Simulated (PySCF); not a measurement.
Breaking a bond: KF, singlet.

Methods: UKS-B3LYP = unrestricted B3LYP/def2-TZVP run with PySCF; UMP2 = MP2 on UHF/def2-TZVP, 6 core orbitals frozen (PySCF); RKS-M06-2X = PySCF 2.14.0 with restricted M06-2X/def2-TZVP; RHF/def2-TZVP (PySCF).

Energies are in mEh, each relative to the lowest point of its own curve near equilibrium.

```csv
R / Å,UKS-B3LYP,UMP2,RKS-M06-2X,RHF
1.73,70.5,75.5,72.0,78.9
1.87,27.7,30.7,28.5,32.1
1.96,12.8,14.7,13.1,15.4
2.08,2.7,3.4,2.7,3.7
2.11,1.5,2.0,1.4,2.2
2.19,0.0,0.0,0.0,[?]
2.25,[?],0.0,[?],0.0
2.34,2.4,1.8,[?],1.7
2.39,4.2,3.4,4.8,3.3
2.56,12.4,11.4,13.6,11.2
2.73,22.2,21.1,24.1,20.9
2.97,36.6,35.7,39.3,35.1
3.28,54.0,53.5,57.3,52.5
3.57,68.3,68.4,72.2,66.8
3.95,84.1,85.3,88.7,82.9
4.43,98.9,103.2,106.0,99.5
4.84,107.6,—,118.1,111.2
5.36,115.5,—,130.5,123.3
5.86,120.8,—,140.0,132.8
6.53,[?],—,149.6,142.7
7.68,[?],—,160.9,155.2
8.83,133.9,—,168.5,164.3
```

Problem. Fill in the missing entries.

Solution. 
- 2.19, RHF: 0.1
- 2.25, UKS-B3LYP: 0.3
- 2.25, RKS-M06-2X: 0.4
- 2.34, RKS-M06-2X: 2.8
- 6.53, UKS-B3LYP: 125.7
- 7.68, UKS-B3LYP: 130.8

Dashes: no converged value, or the column stops at the first point that the program doubted or that broke a chosen test of continuity, which isn't proof of a fault.

The unrestricted determinant behind UKS-B3LYP is spin-contaminated at 4.43 to 8.83 Å (<S²> up to 0.5, against 0.00 for a pure singlet). At the longest distance UKS-B3LYP, RKS-M06-2X leaves fractional charges on the fragments, a sign of delocalisation error or of the restricted form. The unrestricted determinant behind UMP2 is spin-contaminated at 4.84 to 8.83 Å (<S²> up to 1.0, against 0.00 for a pure singlet). The restricted form behind RKS-M06-2X, RHF keeps the bonding electrons paired and can't separate into open-shell fragments.
